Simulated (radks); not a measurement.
The aluminium ion Al+ inside a hard spherical wall (all orbitals vanish at R), configuration held at [Ne] 3s2 and not refilled when levels cross. Method: scalar-relativistic Kohn-Sham, LDA (Slater exchange, Perdew-Wang correlation), spin-unpolarised, spherical densities, finite nucleus; Fermi nuclear charge, rms radius 3.061 fm; computed with a radial shooting solver on a logarithmic mesh with Libxc functionals. Eigenvalues in eV, with the zero of energy where the potential of the charges vanishes at infinity; a dash marks a level that is unbound or too diffuse for the functional's potential to be trusted. A positive occupied level is held by the wall or, in an anion where self-interaction has pushed it up, behind a barrier. The pressure on the wall is -dE/dV.

R (bohr),E (hartree),kinetic (hartree),e(1s),e(2s),e(2p),e(3s),"e(3p, empty)","e(4s, empty)",pressure (GPa)
free,-241.55126,241.745,-1512.8,-115.87,-78.099,-14.917,-9.151,-3.712,0
20,-241.55126,241.745,-1512.8,-115.87,-78.099,-14.917,-9.151,-3.712,< 0.0001
15,-241.55126,241.745,-1512.8,-115.87,-78.099,-14.917,-9.151,-3.701,< 0.0001
12,-241.55126,241.745,-1512.8,-115.87,-78.099,-14.917,-9.151,-3.618,< 0.0001
10,-241.55125,241.745,-1512.8,-115.87,-78.099,-14.916,-9.149,-3.345,0.000189
8,-241.55108,241.747,-1512.8,-115.86,-78.085,-14.906,-9.117,-2.302,0.0115
6,-241.54553,241.796,-1512.5,-115.59,-77.816,-14.689,-8.687,2.045,0.623
4,-241.41162,242.462,-1509.5,-112.92,-75.145,-11.601,-4.197,24.239,31.5
3.5,-241.24909,243.075,-1507.4,-111.05,-73.272,-8.538,-0.258,40.015,89.5
2.5,-240.03339,246.771,-1497.8,-103.50,-65.626,11.247,22.286,118.26,983
2,-237.73359,253.109,-1484.8,-94.663,-56.348,44.826,56.569,224.41,4450
